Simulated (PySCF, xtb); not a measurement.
Mo(NH)(S)(Cl)(SH) (ClH2MoNS2), SMILES [NH]=[Mo](=[S])([SH])[Cl], multiplicity 1. One conformer was computed; it need not be the lowest.

Harmonic wavenumbers (cm⁻¹) from GFN2-xTB (xtb 6.7.1) at its own minimum, in rising order: 98, 122, 131, 150, 182, 250, 312, 345, 506, 530, 573, 666, 995, 2313, 3421.

Problem. What does PBE-D3(BJ)/def2-SVP (PySCF) give at its own minimum? (An estimate is asked for; the answer gives what the named calculation found.)

Solution. 111, 139, 145, 190, 232, 336, 380, 408, 507, 552, 592, 644, 977, 2587, 3477. Paired by order, the mean absolute difference is 51 cm⁻¹ and the zero-point energies are 15.1 and 16.1 kcal/mol.
